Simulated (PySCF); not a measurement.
**Telling isomers of C5H12N2Si apart by NMR**

How the numbers were obtained: NMR shieldings at PBE0/pcSseg-1/GIAO, geometry: GFN2-xTB, in PySCF 2.14.0 with density-fitted response routines (equivalent nuclei averaged, no solvent model, non-relativistic, single conformer).

References, each an isolated molecule treated in the same way: $^{1}$H and $^{13}$C vs TMS. Where no couplings were computed, multiplicities follow the n + 1 count of equivalent neighbours, and m marks all less simple cases (inequivalent or close neighbours, rings, F or P nearby). Shifts are as computed. Against solution values, carbons near 30 ppm lie about +3 ppm off and those near 130 ppm about +5 ppm. Of 1211 compounds with measured shifts, 218 miss one by over three times the rms of a fit or turn the order of signals round; such compounds aren't used in these exercises. OH and NH positions are gas-phase values without hydrogen bonding to other molecules.

(1) Tabulate the signals of `C[SiH](C)N1CCC=N1`, `CC1=NN([SiH3])C[C@H]1C`, `C[Si@]1(N)NCC12CC2` and their relative energies.

(2) What is the quickest way to tell C[SiH](C)N1CCC=N1 from C[Si@]1(N)NCC12CC2?

(3) What is the quickest way to tell CC1=NN([SiH3])C[C@H]1C from C[Si@]1(N)NCC12CC2?

(4) What is the quickest way to tell C[SiH](C)N1CCC=N1 from CC1=NN([SiH3])C[C@H]1C?

Answers

(1) 
```json
{"SMILES": "C[SiH](C)N1CCC=N1", "carbon types": "1×CH 2×CH2 2×CH3", "δC": "135.7, 46.8, 36.1, -2.2", "δH": "6.21 (t, 1H), 5.10 (sept, 1H), 3.47 (m, 2H), 2.87 (m, 2H), 0.30 (d, 6H)", "E rel. (kcal/mol)": "13.4"}
{"SMILES": "CC1=NN([SiH3])C[C@H]1C", "carbon types": "1×C 1×CH 1×CH2 2×CH3", "δC": "149.3, 58.2, 47.7, 21.9, 15.7", "δH": "4.83 (s, 3H), 3.84 (m, 1H), 3.05 (m, 1H), 2.95 (m, 1H), 1.98 (s, 3H), 1.18 (d, 3H)", "E rel. (kcal/mol)": "28.4"}
{"SMILES": "C[Si@]1(N)NCC12CC2", "carbon types": "1×C 3×CH2 1×CH3", "δC": "54.5, 18.2, 10.8, 10.1, -2.3", "δH": "3.40 (m, 1H), 3.30 (m, 1H), 1.04 (br s, 2H), 0.93 (br s, 1H), 0.72 (m, 1H), 0.56 (m, 1H), 0.46 (m, 1H), 0.42 (m, 1H), 0.06 (s, 3H)", "E rel. (kcal/mol)": "0.0"}
```

Energies are electronic energies at PBE0/pcSseg-1 on these geometries, without zero-point or thermal terms, each for the one conformer computed, which needn't be the lowest.

(2) Count the carbon signals: 4 against 5. The first has a C=N carbon (CH) at 135.7 ppm, the second a three-membered-ring carbon (C) at 18.2 ppm. Their most deshielded carbons lie at 135.7 and 54.5 ppm. In the proton spectra the most deshielded non-exchanging signals are 6.21 (t, 1H) and 3.40 (m, 1H).

(3) Both give the same number of carbon signals, but DEPT or the intensities differ. The first has a C=N carbon (C) at 149.3 ppm, the second a three-membered-ring carbon (C) at 18.2 ppm. Their most deshielded carbons lie at 149.3 and 54.5 ppm. In the proton spectra the most deshielded non-exchanging signals are 4.83 (s, 3H) and 3.40 (m, 1H).

(4) Count the carbon signals: 4 against 5. The first has a C=N carbon (CH) at 135.7 ppm, the second a C=N carbon (C) at 149.3 ppm. In the proton spectra the most deshielded non-exchanging signals are 6.21 (t, 1H) and 4.83 (s, 3H).
